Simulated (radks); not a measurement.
Species: Zn V. Configuration: [Ar] 3d8.

Calculated with a radial shooting solver on a logarithmic mesh with Libxc functionals: scalar-relativistic Kohn-Sham, r2SCAN, spin-polarised, spherical densities, finite nucleus; open shells are filled with parallel spins first; meta-GGA in the generalised Kohn-Sham scheme; Fermi nuclear charge, rms radius 3.9283 fm.

Energy parts (eV):
part                       energy
total                  -48750.600
kinetic                 49533.330
electron-nucleus      -115762.362
Hartree                 19380.321
exchange-correlation    -1901.889

Orbitals (lengths in bohr, moments of r in powers of bohr; r(max) is where P^2 peaks):
| orbital | occ. | eigenvalue (eV) | r(max) |
|---|---|---|---|
| 1s up | 1 | -9621.911 | 0.03291 |
| 1s down | 1 | -9621.918 | 0.03291 |
| 2s up | 1 | -1238.502 | 0.1891 |
| 2s down | 1 | -1236.584 | 0.1890 |
| 2p up | 3 | -1080.615 | 0.1522 |
| 2p down | 3 | -1079.173 | 0.1521 |
| 3s up | 1 | -200.7533 | 0.5846 |
| 3s down | 1 | -197.3361 | 0.5854 |
| 3p up | 3 | -152.8152 | 0.5878 |
| 3p down | 3 | -149.4097 | 0.5890 |
| 3d up | 5 | -75.2376 | 0.5512 |
| 3d down | 3 | -71.8485 | 0.5548 |

The highest occupied level is 3d down at -71.849 eV. Summed over all electrons, <r^2> = 10.79 bohr^2, which gives a Langevin (diamagnetic) susceptibility term of -8.54 x 10^-6 cm^3/mol. The electron density at the nucleus is 2.531e+04 e/bohr^3 (large components only). For comparison, the ionisation energy in NIST's Atomic Spectra Database is 83 eV (semi-empirical). In exact Kohn-Sham theory the highest level is minus the ionisation energy, but local and semilocal functionals leave it too shallow, through self-interaction and a potential that decays too fast; potentials with the right tail come closer. The spin density at the nucleus is -0.531 e/bohr^3 (1s 0.008, 2s -2.314, 3s 1.776). Spin moment in Bohr magnetons: 2.
